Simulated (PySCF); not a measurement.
**Telling isomers of C$_{5}$H$_{2}$FN$_{3}$ apart by NMR**

- spin–spin couplings from B3LYP/pcJ-1 (spin–dipole term left out of most H,H and C,H couplings)
- structure optimised with GFN2-xTB
- shielding tensors at PBE0/pcSseg-1 (GIAO)
- program: PySCF
- no solvent model, one computed conformer, one averaged value for each set of equivalent atoms, non-relativistic Hamiltonian

δ = σ(ref) − σ, references computed at the same level: $^{1}$H (σ = 31.72 ppm) and $^{13}$C (σ = 186.93 ppm) vs TMS. Multiplet labels drop J under 1 Hz and among equivalent protons, and merge close values. Unscaled 3J(H,H) run several per cent high. Splittings of carbon signals by F and P are missing where no couplings were computed. Where no couplings were computed, multiplicities follow the n + 1 count of equivalent neighbours, and m marks all less simple cases (inequivalent or close neighbours, rings, F or P nearby). One-bond C–F couplings are unscaled and too large by tens of Hz. Shifts are as computed. Against solution values, carbons near 30 ppm lie about +3 ppm off and those near 130 ppm about +5 ppm. Of 1211 compounds with measured shifts, 218 miss one by over three times the rms of a fit or turn the order of signals round; such compounds aren't used in these exercises.

(1) Tabulate the signals of `N#Cc1cc(F)cnn1`, `N#CC(C#N)(C#N)CF`, `C#Cc1cnnc(F)n1` and their relative energies.

(2) What is the quickest way to tell N#Cc1cc(F)cnn1 from C#Cc1cnnc(F)n1?

(3) What is the quickest way to tell N#CC(C#N)(C#N)CF from C#Cc1cnnc(F)n1?

(4) What is the quickest way to tell N#Cc1cc(F)cnn1 from N#CC(C#N)(C#N)CF?

## Answers

(1) 
| SMILES | carbon types | δC | δH | E rel. (kcal/mol) |
| --- | --- | --- | --- | --- |
| N#Cc1cc(F)cnn1 | 3×C 2×CH | 171.1, 146.7, 144.2, 125.2, 121.2 | 9.71 (dd, 1H), 7.63 (dd, 1H) | 0.0 |
| N#CC(C#N)(C#N)CF | 4×C 1×CH2 | 112.5, 88.2, 26.4 | 5.14 (d, 2H) | 18.4 |
| C#Cc1cnnc(F)n1 | 3×C 2×CH | 173.1, 157.0, 149.1, 100.8, 83.1 | 9.57 (s, 1H), 3.46 (s, 1H) | 29.1 |

Energies are electronic energies at PBE0/pcSseg-1 on these geometries, without zero-point or thermal terms, each for the one conformer computed, which needn't be the lowest.

(2) Both give the same number of carbon signals, with the same numbers of each carbon type, so the positions decide. The first has a nitrile carbon (C) at 121.2 ppm, the second an alkyne carbon (C) at 83.1 ppm. Their most deshielded carbons lie at 171.1 and 173.1 ppm.

(3) Count the carbon signals: 3 against 5. The first has an sp3 CH2 bonded to F at 88.2 ppm, the second an aromatic CH next to a ring nitrogen at 157.0 ppm. Their most deshielded carbons lie at 112.5 and 173.1 ppm. In the proton spectra the most deshielded non-exchanging signals are 5.14 (d, J = 50.1 Hz, 2H) and 9.57 (s, 1H).

(4) Count the carbon signals: 5 against 3. The first has an aromatic CH next to a ring nitrogen at 146.7 ppm, the second an sp3 CH2 bonded to F at 88.2 ppm. Their most deshielded carbons lie at 171.1 and 112.5 ppm. In the proton spectra the most deshielded non-exchanging signals are 9.71 (dd, J = 3.0, 1.3 Hz, 1H) and 5.14 (d, J = 50.1 Hz, 2H).
